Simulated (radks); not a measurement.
Problem. These are the eigenvalues of the occupied orbitals of an atom or ion with whole-number occupations (Ry). Calculated with a radial shooting solver on a logarithmic mesh with Libxc functionals: scalar-relativistic Kohn-Sham, r2SCAN, spin-polarised, spherical densities, finite nucleus; meta-GGA in the generalised Kohn-Sham scheme; Fermi nuclear charge, rms radius of each element as measured or else 0.836 A^(1/3) + 0.57 fm.

1s up: -41.44420
1s down: -41.27520
2s up: -4.55375
2s down: -4.09355
2p up: -3.36320

Which element is it, and in what charge state? The configuration may be excited. Open shells, if any, are filled with parallel spins first.

Solution. Z = 8, oxygen, charge +2: O2+ in [He] 2s2 2p2. The list shows which subshells hold electrons but not how many an open one holds; the 1s level, -20.722 hartree, gives Z - s = 6.4 by -(Z - s)^2/2, which with screening and relativity narrows Z to a few neighbours, and the depths of the outer levels then fix element, charge and occupations together.
